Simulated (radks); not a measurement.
Values are calculated unless marked as measured or tabulated.
Cu IV, 26 electrons, occupied as [Ar] 3d7 4s1 (not the ground configuration). Code: a radial shooting solver on a logarithmic mesh with Libxc functionals. Model: non-relativistic Kohn-Sham, PBE, spin-unpolarised, spherical densities, point nucleus.

Radial electron density D(r) = 4 pi r^2 rho(r):

r (bohr)  D(r) (e/bohr)
0.002254         0.9328
0.002911          1.498
0.003791          2.414
0.004936          3.830
0.006377          5.879
0.008303          8.915
0.01081           13.08
0.01397           18.19
0.01819           24.20
0.02368           30.00
0.03059           33.98
0.03983           34.91
0.05186           32.41
0.067             28.90
0.08724           28.28
0.1136            32.99
0.1467            38.98
0.1911            38.68
0.2488            29.22
0.3214            19.43
0.4185            17.98
0.5449            21.62
0.7039            20.24
0.9166            12.79
1.193             5.719
1.542             2.284
2.007            0.9739
2.614            0.3751
3.377           0.09251
4.397          0.009889
5.725         0.0003600

D(r) has 3 maxima, at r = 0.0374, 0.167, 0.590 bohr, and minima at 0.0793, 0.380 bohr, inside which lie 2.10, 10.85 electrons.
